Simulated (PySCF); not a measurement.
SMILES [CH3][Al]([CH3])[Si](F)(F)F (PBE0/def2-SVP optimised geometry):

```
13

Si     1.895     0.013     0.000
F      2.535    -0.122     1.481
F      2.520    -1.209    -0.857
F      2.546     1.355    -0.628
Al    -0.565     0.013     0.000
C     -1.423    -1.739     0.063
C     -1.460     1.748     0.000
H     -0.987    -2.427    -0.681
H     -2.511    -1.699    -0.099
H     -1.250    -2.207     1.048
H     -2.546     1.677    -0.171
H     -1.310     2.246     0.975
H     -1.034     2.427    -0.757
```

Calculation: PySCF with PBE0/def2-TZVP.

What are the frontier orbital energies and the dipole moment?

HOMO-2 -11.08 eV, HOMO-1 -8.40 eV, HOMO -8.07 eV, LUMO -1.95 eV, LUMO+1 -0.10 eV; dipole moment 3.74 D.

On the same geometry PBE/def2-TZVP run with PySCF 2.14.0 gives HOMO-2 -9.41 eV, HOMO-1 -7.11 eV, HOMO -6.81 eV, LUMO -2.69 eV, LUMO+1 -0.89 eV; dipole moment 3.62 D.

Meta-Löwdin charges at PBE0/def2-TZVP: Si1 1.35, F2 -0.50, F3 -0.50, F4 -0.50, Al5 0.65, C6 -0.66, C7 -0.66, H8 0.14, H9 0.13, H10 0.14, H11 0.13, H12 0.14, H13 0.14.
